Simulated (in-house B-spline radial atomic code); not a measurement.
Radial electron density of Ce VII (Ce6+), [Kr] 4d10 5s2 5p4. Level of theory: scalar-relativistic (X2C) CAM-B3LYP, spin-polarised, spherical fractional occupations, exact exchange averaged over the configuration, Fermi nucleus of rms radius 4.8771 fm; calculated with a B-spline radial code for spherical atoms.

One-electron X2C: radii and densities carry no picture-change correction, so inner-shell <1/r> comes out high (for 1s by about 2 % at Z = 33, 5 % at 54, 10 % at 75, 30 % at 118) and <r> low.

Columns: r (bohr), 4πr²n(r) (electrons per bohr), bar.

```
 0.00064    2.113 #
0.000786    2.902 #
0.000965    3.969 ##
 0.00119    5.442 ##
 0.00146    7.366 ###
 0.00179    9.898 ####
  0.0022    13.24 ######
  0.0027    17.51 ########
 0.00332    22.94 ##########
 0.00408    29.57 #############
 0.00501    37.37 ################
 0.00616    46.24 ####################
 0.00757    55.58 ########################
  0.0093    64.55 ############################
  0.0114    71.89 ################################
   0.014    76.46 ##################################
  0.0172    77.22 ##################################
  0.0212    74.21 #################################
   0.026    69.45 ###############################
   0.032    66.44 #############################
  0.0393    69.22 ##############################
  0.0483    79.14 ###################################
  0.0593    92.19 #########################################
  0.0729      100 ############################################
  0.0895    95.88 ##########################################
    0.11    82.69 ####################################
   0.135    73.46 ################################
   0.166    77.44 ##################################
   0.204    86.02 ######################################
   0.251    79.89 ###################################
   0.308    56.17 #########################
   0.378    34.78 ###############
   0.465    31.31 ##############
   0.571     35.9 ################
   0.702    31.82 ##############
   0.862    20.25 #########
    1.06    11.44 #####
     1.3    7.875 ###
     1.6    5.507 ##
    1.96    2.831 #
    2.41   0.8934 
    2.97   0.1565 
    3.64  0.01475 
    4.48 0.0005734 
     5.5 8.771e-06
```

On this grid the curve has 4 maxima, near 0.0172, 0.0729, 0.204, 0.571 bohr.

The 5s up radial function P(r) = rR(r), positive near the nucleus:

```json
{"r (bohr)": "0.000345", "P": "0.02083"}
{"r (bohr)": "0.000521", "P": "0.0288"}
{"r (bohr)": "0.000786", "P": "0.03957"}
{"r (bohr)": "0.00119", "P": "0.0541"}
{"r (bohr)": "0.00179", "P": "0.07276"}
{"r (bohr)": "0.0027", "P": "0.0963"}
{"r (bohr)": "0.00408", "P": "0.1239"}
{"r (bohr)": "0.00616", "P": "0.1516"}
{"r (bohr)": "0.0093", "P": "0.1706"}
{"r (bohr)": "0.014", "P": "0.1638"}
{"r (bohr)": "0.0212", "P": "0.1058"}
{"r (bohr)": "0.032", "P": "-0.02041"}
{"r (bohr)": "0.0483", "P": "-0.1852"}
{"r (bohr)": "0.0729", "P": "-0.2603"}
{"r (bohr)": "0.11", "P": "-0.07314"}
{"r (bohr)": "0.166", "P": "0.2948"}
{"r (bohr)": "0.251", "P": "0.2971"}
{"r (bohr)": "0.378", "P": "-0.3023"}
{"r (bohr)": "0.571", "P": "-0.5037"}
{"r (bohr)": "0.862", "P": "0.3709"}
{"r (bohr)": "1.3", "P": "1.015"}
{"r (bohr)": "1.96", "P": "0.6041"}
{"r (bohr)": "2.97", "P": "0.108"}
{"r (bohr)": "4.48", "P": "0.004239"}
```
